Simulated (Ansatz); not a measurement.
Mulliken charges of AuH4NS, SMILES `[NH3+][Au-][SH]` from r2SCAN/def2-TZVPP in Ansatz (PBE0-D4/def2-TZVP geometry).

| atom | x (Å) | y (Å) | z (Å) | charge (e) |
| --- | --- | --- | --- | --- |
| N1 | -1.043 | 0.650 | -0.730 | -0.320 |
| Au2 | 0.343 | -0.357 | 0.529 | 0.023 |
| S3 | 1.763 | -1.428 | 1.907 | -0.376 |
| H4 | -1.756 | 0.016 | -1.072 | 0.196 |
| H5 | -0.569 | 1.051 | -1.533 | 0.195 |
| H6 | -1.503 | 1.404 | -0.231 | 0.196 |
| H7 | 2.827 | -1.404 | 1.085 | 0.087 |

Question: By hand: the dipole of these point charges (1 e Å = 4.8032 D).

Answer: Σ q r = (-0.825, 0.682, -0.931) e Å, of length 1.419 e Å = 6.82 D.

Question: How does the dipole of the full density compare? (An estimate is asked.)

Answer: Computed: (-0.945, 0.779, -1.062) e Å, 7.79 D; the point charges give 0.88 times that, at 0° from its direction.

Point charges leave out the atoms' own dipoles, such as those of lone pairs, and Mulliken's split depends on the basis, so the close match here is no proof of good charges.
